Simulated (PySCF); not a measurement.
Does the structure fit the spectrum?

A compound C3H11ClSi3 gives the data below (simulated from a calculation) and was assigned the structure `C=C(C)[SiH2][Si@H]([SiH3])Cl`.

¹³C{¹H} NMR (computed): δ 29.7 (CH), -12.5 (CH2, 2C).

¹H NMR (400 MHz, computed): δ 4.72 (m, 1H), 4.61 (m, 2H), 4.56 (m, 2H), 4.36 (m, 1H), 2.82 (m, 1H), 0.44 (m, 2H), -0.39 (m, 2H).

PySCF 2.14 calculation with geometry: GFN2-xTB and shielding tensors at PBE0/pcSseg-1 (GIAO); one averaged value for each set of equivalent atoms, in vacuum, one computed conformer, no relativistic terms.

References, each an isolated molecule treated in the same way: ¹H, ¹³C against TMS.

Question: Compare with the shifts computed for the proposed structure, pairing carbons in order of shift.

Answer: Numbering as in the mapped SMILES `[CH2:1]=[C:2]([CH3:3])[SiH2:4][Si@H:5]([SiH3:6])[Cl:7]`. Each H is labelled by its parent atom.

```tsv
atom	computed for proposal	given list	difference
C2	151.6	29.7	+121.9
C1	137.0	-12.5	+149.5
C3	29.6	-12.5	+42.1
```

The rms difference is 114.0 ppm and the largest +149.5 ppm at C1 (terminal =CH2 carbon). The proposal also would give 3 carbon signals, not 2. The carbon types in order of shift don't match either: C, CH2, CH3 for the proposal against CH, CH2, CH2 in the data. The proposal doesn't fit.

Question: Which isomer fits?

Answer: SMILES ClC1[SiH2]C[SiH2]C[SiH2]1.

Carbon types of the structure: 1 × CH, 2 × CH2, leaving 6 H on heteroatoms. δC 29.7: sp3 CH bonded to Cl and 2 Si; the inductive effect lowers its shielding. δC -12.5: sp3 CH2 bonded to 2 Si; an electropositive neighbour leaves it electron-rich and shielded. δH 2.82: hydrogen on an sp3 CH bonded to Cl and 2 Si; its carbon carries Cl, which withdraws density. δH 0.44, -0.39: hydrogen on an sp3 CH2 bonded to 2 Si; an electropositive neighbour shields it, as in TMS itself.

The data come from this structure; uniqueness wasn't tested.

Carbons that carry Cl, above all several Cl atoms, come out too deshielded, partly because spin–orbit coupling is missing. Shifts are as computed. Against solution values, carbons near 30 ppm lie about +3 ppm off and those near 130 ppm about +5 ppm; carbons on Cl a further +6 ppm. Of 1211 compounds with measured shifts, 218 miss one by over three times the rms of a fit or turn the order of signals round; such compounds aren't used in these exercises. No couplings were computed; multiplicities are counted from neighbouring protons, with m where these are inequivalent, close in shift, in a saturated or five-membered ring or joined by F or P, and br s for small geminal =CH2 splittings.
